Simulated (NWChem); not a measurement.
System: CH₄Cl₂OSi; SMILES C[Si](Cl)(Cl)O

```xyz
9

C      1.6827     0.0029     1.2351
Si     0.3794     0.0007    -0.0682
O      1.1049     0.0000    -1.5451
Cl    -0.8453     1.6549     0.1115
Cl    -0.8430    -1.6549     0.1138
H      2.3146    -0.8925     1.1374
H      1.2279     0.0070     2.2361
H      2.3172     0.8959     1.1313
H      0.5416    -0.0035    -2.3255
```
Atoms are numbered in this order, from 1.

Level: PBE0/def2-SVP (NWChem), optimised geometry, unscaled harmonic frequencies. 

Q: List the harmonic frequencies with IR intensities, and the thermochemistry.

A: 
| frequency (cm⁻¹) | IR intensity (km/mol) |
|---|---|
| 136 | 3.2 |
| 156 | 8.8 |
| 169 | 2.5 |
| 231 | 3.4 |
| 234 | 17.2 |
| 280 | 28.4 |
| 312 | 95.7 |
| 488 | 30.7 |
| 581 | 170.9 |
| 744 | 59.0 |
| 773 | 34.8 |
| 808 | 111.6 |
| 848 | 267.6 |
| 954 | 103.9 |
| 1276 | 37.8 |
| 1420 | 6.0 |
| 1420 | 4.3 |
| 3071 | 0.2 |
| 3181 | 0.0 |
| 3188 | 0.0 |
| 3928 | 133.8 |

```
Item                                                                                Value
-----------------------------------------------------------------------  ----------------
zero-point energy                                                           34.6 kcal/mol
thermal correction to the enthalpy at 298.15 K (with zero-point energy)     39.8 kcal/mol
heat capacity Cv                                                         24.4 cal/(mol K)
entropy at 298.15 K and 1 atm (symmetry number 1)                        85.2 cal/(mol K)
dipole moment                                                                      1.09 D
```

Rigid rotor and harmonic oscillator.
